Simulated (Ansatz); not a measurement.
System: C2H3N, net charge 0, singlet state. SMILES: [N+](#[C-])C
Coordinates optimised at B3LYP-D3(BJ)/def2-TZVP (Ansatz, an electronic-structure program):
```xyz
6

C     -1.1048     0.0069    -0.0265
N      0.3127    -0.0019     0.0075
C      1.4768    -0.0092     0.0354
H     -1.4600    -0.6890    -0.7861
H     -1.4990    -0.2921     0.9445
H     -1.4620     1.0085    -0.2642
```

Parts of the frozen-core correlation energy in 6-31G (Ansatz, hartree). Frozen orbitals: 3; correlated occupied orbitals by spin: 8 and 8; virtual: 22 and 22. Spin-orbit coupling is left out. No relativistic terms.

| term | value |
|---|---|
| reference (HF) | -131.83311 |
| MP2 opposite-spin | ? |
| MP2 same-spin | ? |
| CCSD correlation | ? |
| (T) | -0.01008 |
| T1 diagnostic | 0.015 |
| largest doubles amplitude | 0.067 |

**Question.** Some entries are withheld; supply them.

**Answer.** 
- MP2 opposite-spin, value: -0.21142
- MP2 same-spin, value: -0.06619
- CCSD correlation, value: -0.29699
